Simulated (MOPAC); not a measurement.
Input for MOPAC: AM1 on CH3NS (a complex).

```
AM1 1SCF PRECISE CHARGE=0 THREADS=1
CH3NS

S      0.21904765 1     0.02306503 1    -0.80221055 1
H      0.31103920 1    -0.04992053 1     0.53737774 1
H     -0.01054650 1    -1.29399874 1    -0.92292390 1
C      0.57913136 1    -0.11062467 1     4.04620699 1
N      0.47791232 1    -0.16529508 1     2.90678810 1
H      0.67308599 1    -0.06002150 1     5.10789478 1
```

Program output:

```
*******************************************************************************
 **                                                                           **
 **                              MOPAC v23.2.5                                **
 **                                                                           **
 *******************************************************************************
 ** MOPAC's Digital Object Identifier: https://doi.org/10.5281/zenodo.6511958 **
 **                                                                           **
 ** Please cite the open-source release paper for use of this MOPAC version:  **
 ** J. E. Moussa and J. J. P. Stewart (2026)                                  **
 ** MOPAC: An open-source semiempirical molecular orbital program             **
 ** J. Open Source Softw., 11(119), 8025, https://doi.org/10.21105/joss.08025 **
 *******************************************************************************

                              AM1 CALCULATION RESULTS

 *******************************************************************************
 *  AM1        - The AM1 Hamiltonian to be used
 *
 *
 *
 *                 CHARGE ON SYSTEM = 0
 *
 *
 *
 *  PRECISE    - TIGHTER CRITERIA TO BE USED
 *  1SCF       - DO 1 SCF AND THEN STOP
 *  THREADS=1  - MULTI-THREADING NOT USED
 *  T=         - A TIME OF 172800.0 SECONDS REQUESTED
 *  DUMP=N     - RESTART FILE WRITTEN EVERY 7200.0 SECONDS REQUESTED
 *******************************************************************************
AM1 1SCF PRECISE CHARGE=0 THREADS=1
 CH3NS

   ATOM   CHEMICAL          X               Y               Z
  NUMBER   SYMBOL      (ANGSTROMS)     (ANGSTROMS)     (ANGSTROMS)

     1       S          0.21904765  *   0.02306503  *  -0.80221055  *
     2       H          0.31103920  *  -0.04992053  *   0.53737774  *
     3       H         -0.01054650  *  -1.29399874  *  -0.92292390  *
     4       C          0.57913136  *  -0.11062467  *   4.04620699  *
     5       N          0.47791232  *  -0.16529508  *   2.90678810  *
     6       H          0.67308599  *  -0.06002150  *   5.10789478  *



          CARTESIAN COORDINATES

    NO.       ATOM           X           Y           Z

     1         S          0.2190      0.0231     -0.8022
     2         H          0.3110     -0.0499      0.5374
     3         H         -0.0105     -1.2940     -0.9229
     4         C          0.5791     -0.1106      4.0462
     5         N          0.4779     -0.1653      2.9068
     6         H          0.6731     -0.0600      5.1079

  H: (AM1): M.J.S. DEWAR ET AL, J. AM. CHEM. SOC. 107 3902-3909 (1985)
  C: (AM1): M.J.S. DEWAR ET AL, J. AM. CHEM. SOC. 107 3902-3909 (1985)
  N: (AM1): M.J.S. DEWAR ET AL, J. AM. CHEM. SOC. 107 3902-3909 (1985)
  S: (AM1): M.J.S. DEWAR, Y-C YUAN, INORGANIC CHEMISTRY, 29, 3881:3890,  (1990)

           Empirical Formula: C H3 N S  =     6 atoms



      MOLECULAR POINT GROUP   :   Cs


      RHF CALCULATION, NO. OF DOUBLY OCCUPIED LEVELS = 9


 -------------------------------------------------------------------------------
 AM1 1SCF PRECISE CHARGE=0 THREADS=1
 CH3NS



     1SCF WAS SPECIFIED, SO BFGS WAS NOT USED
     SCF FIELD WAS ACHIEVED


                              AM1 CALCULATION
                                                       MOPAC v23.2.5 Linux




          FINAL HEAT OF FORMATION =         32.55016 KCAL/MOL =     136.18988 KJ/MOL


          COSMO AREA              =        113.38 SQUARE ANGSTROMS
          COSMO VOLUME            =         89.36 CUBIC ANGSTROMS

          IONIZATION POTENTIAL    =          9.126337 EV
          HOMO LUMO ENERGIES (EV) =         -9.126  1.383
          NO. OF FILLED LEVELS    =          9
          MOLECULAR WEIGHT        =         61.1014         POINT GROUP:  Cs

          MOLECULAR DIMENSIONS (Angstroms)

            Atom       Atom       Distance
            H     6    H     3     6.19361
            H     3    S     1     1.27972
            N     5    S     1     0.00326


          SCF CALCULATIONS        =          1





   ATOM   CHEMICAL          X               Y               Z
  NUMBER   SYMBOL      (ANGSTROMS)     (ANGSTROMS)     (ANGSTROMS)

     1       S          0.21904765  *   0.02306503  *  -0.80221055  *
     2       H          0.31103920  *  -0.04992053  *   0.53737774  *
     3       H         -0.01054650  *  -1.29399874  *  -0.92292390  *
     4       C          0.57913136  *  -0.11062467  *   4.04620699  *
     5       N          0.47791232  *  -0.16529508  *   2.90678810  *
     6       H          0.67308599  *  -0.06002150  *   5.10789478  *

                             CARTESIAN COORDINATES

   1    S        0.219047650     0.023065030    -0.802210550
   2    H        0.311039200    -0.049920530     0.537377740
   3    H       -0.010546500    -1.293998740    -0.922923900
   4    C        0.579131360    -0.110624670     4.046206990
   5    N        0.477912320    -0.165295080     2.906788100
   6    H        0.673085990    -0.060021500     5.107894780


           Empirical Formula: C H3 N S  =     6 atoms



      MOLECULAR POINT GROUP   :   Cs


                  EIGENVALUES
 -37.25344 -21.62320 -19.17207 -14.93018 -14.14539 -14.13594 -14.07083 -11.88727
  -9.12634   1.38285   1.53108   1.53159   2.05810   2.84902   6.18615


              NET ATOMIC CHARGES AND DIPOLE CONTRIBUTIONS

  ATOM NO.   TYPE          CHARGE      No. of ELECS.   s-Pop       p-Pop
    1          S          -0.146075        6.1461     1.89093     4.25515
    2          H           0.089209        0.9108     0.91079
    3          H           0.055071        0.9449     0.94493
    4          C          -0.167782        4.1678     1.31545     2.85233
    5          N          -0.070029        5.0700     1.81267     3.25736
    6          H           0.239605        0.7604     0.76040
 DIPOLE           X         Y         Z       TOTAL
 POINT-CHG.     0.124    -0.304     2.189     2.213
 HYBRID        -0.028    -1.007     1.772     2.038
 SUM            0.096    -1.311     3.960     4.173


          ATOMIC ORBITAL ELECTRON POPULATIONS

     Atom    s        px        py        pz
    1  S   1.89093   1.97046   1.13627   1.14842
    2  H   0.91079
    3  H   0.94493
    4  C   1.31545   0.94001   0.93973   0.97259
    5  N   1.81267   1.06088   1.06066   1.13583
    6  H   0.76040

 **********************
 *                    *
 * JOB ENDED NORMALLY *
 *                    *
 **********************




 == MOPAC DONE ==
```

The run finished.

Cost: roughly 0.020 core-seconds.
